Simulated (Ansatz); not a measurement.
Program: Ansatz. Geometries: PBE0-D4/def2-TZVP. ΔE: electronic, gas phase. CCSD(T)/CBS adds triple-zeta CCSD(T) − MP2 to the extrapolated MP2 energy (def2 sets, frozen cores). DFT in def2-TZVPP. Each species was taken in one conformer, which may not be the lowest.

`OC(F)([SiH3])Cl` + `NC(O)(F)F` → `OC(F)(F)N[SiH3]` + `OC(F)Cl`  (ligand exchange at the Si–C bond)

**Question.** Is it downhill or uphill in electronic energy at CCSD(T)/CBS, and by how much? (An estimate is asked.)

**Answer.** Ansatz gave: Downhill: ΔE = -70.6 kJ/mol.

**Question.** What do these levels give: ωB97X-V, ωB97M-V, PBE, r2SCAN, PBE0, HF/def2-TZVPP, HF/def2-QZVPP, MP2/def2-QZVPP, SCS-MP2/def2-QZVPP, HF/CBS(def2), MP2/CBS(def2), CCSD/CBS(def2)? (Best estimate.)

**Answer.** Computed: ωB97X-V -71.7, ωB97M-V -70.8, PBE -63.3, r2SCAN -69.2, PBE0 -69.2, HF/def2-TZVPP -85.1, HF/def2-QZVPP -86.0, MP2/def2-QZVPP -75.2, SCS-MP2/def2-QZVPP -76.3, HF/CBS(def2) -86.2, MP2/CBS(def2) -74.1, CCSD/CBS(def2) -73.1 kJ/mol.

Largest T1 diagnostic among the species: 0.012.

From PBE to PBE0 (25 % exact exchange), in def2-TZVPP and without D4, ΔE moves by −5.9 kJ/mol. In def2-TZVPP, CCSD(T) changes the Hartree–Fock value by +12.5 kJ/mol (the triples alone add +2.5 kJ/mol) and MP2 by +9.1 kJ/mol.
